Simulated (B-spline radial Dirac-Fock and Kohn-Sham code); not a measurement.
# Elastic and transport cross sections of germanium for electrons

Calculated with a radial atomic solver, using relativistic (Dirac) partial waves in the static field of the Dirac-Fock atom with Furness-McCarthy exchange, without polarisation or absorption potentials. Below a few hundred eV the neglected polarisation potential matters, most of all at small angles. σ_tr1 and σ_tr2 weight the cross section with 1 − P₁ and 1 − P₂ of cos θ; "backward" is the share scattered beyond 90°.

| energy (eV) | σ (a₀²) | σ_tr1 (a₀²) | σ_tr2 (a₀²) | σ/σ_tr1 | backward (%) |
| --- | --- | --- | --- | --- | --- |
| 50 | 19.6 | 4.69 | 7.06 | 4.19 | 5.8 |
| 58.1 | 18.5 | 4.91 | 7.29 | 3.78 | 7.5 |
| 62.4 | 18.1 | 5.04 | 7.43 | 3.60 | 8.6 |
| 67.2 | 17.8 | 5.19 | 7.57 | 3.42 | 9.8 |
| 78.5 | ? | ? | ? | ? | ? |
| 79.4 | 17.1 | 5.52 | 7.81 | 3.10 | 13 |
| 99.2 | 16.4 | 5.87 | 7.80 | 2.80 | 17 |
| 100 | 16.4 | 5.88 | 7.79 | 2.79 | 17 |
| 103 | 16.3 | 5.91 | 7.76 | 2.76 | 17 |
| 200 | 13.9 | 5.51 | 5.24 | 2.53 | 21 |
| 209 | 13.7 | 5.41 | 5.03 | 2.54 | 20 |

**Question.** Fill in the row for 78.5 eV.

**Answer.** σ = 17.2 a₀², σ_tr1 = 5.50 a₀², σ_tr2 = 7.80 a₀², σ/σ_tr1 = 3.12, backward 13 %. The ratio σ/σ_tr1 is roughly the number of elastic collisions that randomise the direction.
